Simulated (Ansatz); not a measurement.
Two members of one family (Series AlH2X), computed with Ansatz in the gas phase; def2 core potentials for I, no spin–orbit coupling. The two geometries come from different levels. Binding counts from free atoms in the multiplicity of their measured ground term, without zero-point energy. A dash marks a value that wasn't run or was left out as unsound. The structures are stationary points that may keep the symmetry of their start.

First: AlH2Br (singlet, charge 0, B3LYP-D4/def2-TZVP geometry).

```xyz
4

Al    0.168    0.035   -0.108
H     1.285    0.917    0.555
H     0.260   -0.596   -1.542
Br   -1.713   -0.355    1.095
```

| level | HOMO (eV) | LUMO (eV) | gap (eV) | vertical IE (eV) | vertical triplet (eV) | binding per atom (eV) |
| --- | --- | --- | --- | --- | --- | --- |
| PBE-D4/def2-TZVP | -7.02 | -2.51 | 4.51 | 10.18 | 4.42 | 2.47 |
| revPBE-D4/def2-TZVP | -6.99 | -2.40 | 4.58 | – | – | 2.43 |
| B3LYP-D4/def2-TZVP | -8.03 | -1.96 | 6.07 | – | – | 2.50 |
| PBE0-D4/def2-SVP | -8.19 | -1.73 | 6.46 | – | – | 2.48 |
| PBE0-D4/def2-TZVP | -8.27 | -1.76 | 6.52 | 10.52 | 4.82 | 2.48 |

Second: AlH2I (singlet, charge 0, PBE-D4/def2-TZVP geometry).

```xyz
4

Al    0.1105   -0.1317   -0.1856
H     0.3474   -1.6829    0.0472
H     0.5198    0.6518   -1.5037
I    -0.9776    1.1628    1.6421
```

What does the change do? Estimate second minus first.


```json
{"level": "PBE-D4/def2-TZVP", "Δ HOMO (eV)": "0.48", "Δ LUMO (eV)": "-0.13", "Δ gap (eV)": "-0.60", "Δ vertical IE (eV)": "-0.60", "Δ vertical triplet (eV)": "-0.41", "Δ binding per atom (eV)": "-0.17"}
{"level": "revPBE-D4/def2-TZVP", "Δ HOMO (eV)": "0.48", "Δ LUMO (eV)": "-0.13", "Δ gap (eV)": "-0.61", "Δ vertical IE (eV)": "–", "Δ vertical triplet (eV)": "–", "Δ binding per atom (eV)": "-0.17"}
{"level": "B3LYP-D4/def2-TZVP", "Δ HOMO (eV)": "0.62", "Δ LUMO (eV)": "-0.13", "Δ gap (eV)": "-0.74", "Δ vertical IE (eV)": "–", "Δ vertical triplet (eV)": "–", "Δ binding per atom (eV)": "-0.18"}
{"level": "PBE0-D4/def2-SVP", "Δ HOMO (eV)": "0.57", "Δ LUMO (eV)": "-0.20", "Δ gap (eV)": "-0.78", "Δ vertical IE (eV)": "–", "Δ vertical triplet (eV)": "–", "Δ binding per atom (eV)": "-0.17"}
{"level": "PBE0-D4/def2-TZVP", "Δ HOMO (eV)": "0.61", "Δ LUMO (eV)": "-0.15", "Δ gap (eV)": "-0.76", "Δ vertical IE (eV)": "-0.70", "Δ vertical triplet (eV)": "-0.46", "Δ binding per atom (eV)": "-0.17"}
```
